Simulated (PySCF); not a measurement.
Si(Me)2(NMe2)2 (C6H18N2Si), SMILES CN(C)[Si](C)(C)N(C)C. Atoms are numbered in the order given.

```xyz
27

C     -2.6804     0.4876     0.2114
N     -1.3919    -0.1081     0.4808
C     -1.4244    -1.1076     1.5281
Si     0.0000     0.0000    -0.5705
C     -0.2152     1.5179    -1.6671
C      0.2152    -1.5179    -1.6671
N      1.3919     0.1081     0.4808
C      1.4244     1.1076     1.5281
C      2.6804    -0.4876     0.2114
H     -3.1015     0.9586     1.1221
H     -3.4309    -0.2525    -0.1403
H     -2.6034     1.2702    -0.5560
H     -2.0752    -1.9717     1.2763
H     -1.8058    -0.6818     2.4774
H     -0.4101    -1.4881     1.7209
H     -1.0520     1.4189    -2.3775
H     -0.3771     2.4311    -1.0720
H      0.7043     1.6636    -2.2578
H      0.3771    -2.4311    -1.0720
H      1.0520    -1.4189    -2.3775
H     -0.7043    -1.6636    -2.2578
H      2.0752     1.9717     1.2763
H      1.8058     0.6818     2.4774
H      0.4101     1.4881     1.7209
H      3.4309     0.2525    -0.1403
H      2.6034    -1.2702    -0.5560
H      3.1015    -0.9586     1.1221
```
Charge 0, spin multiplicity 1.

Geometry optimised at B3LYP-D3(BJ)/def2-SVP. The isomer is the one that the SMILES or the coordinates give; other isomers of the formula were not compared. Other conformers were not sampled.

Level of theory: PBE0/pcSseg-1 (PySCF).

GIAO shieldings, no solvent; atoms listed in one row are averaged. δ = σ(ref) − σ: ¹³C against TMS (σ = 186.3 ppm); ¹⁵N against NH3 (σ = 267.4 ppm); ²⁹Si against TMS (σ = 352.7 ppm); ¹H against TMS (σ = 31.56 ppm), references at their B3LYP-D3(BJ)/def2-TZVP geometries, non-relativistic.

Computed chemical shifts:
| nucleus | atoms | count | δ (ppm) |
|---|---|---|---|
| ¹³C | C1, C9 | 2 | 40.6 |
| ¹³C | C8, C3 | 2 | 39.0 |
| ¹³C | C5, C6 | 2 | -0.3 |
| ¹⁵N | N2, N7 | 2 | 29.1 |
| ²⁹Si | Si4 | 1 | 1.2 |
| ¹H | H10, H11, H12, H13, H14, H15, H22, H23, H24, H25, H26, H27 | 12 | 2.69 |
| ¹H | H16, H17, H18, H19, H20, H21 | 6 | 0.30 |
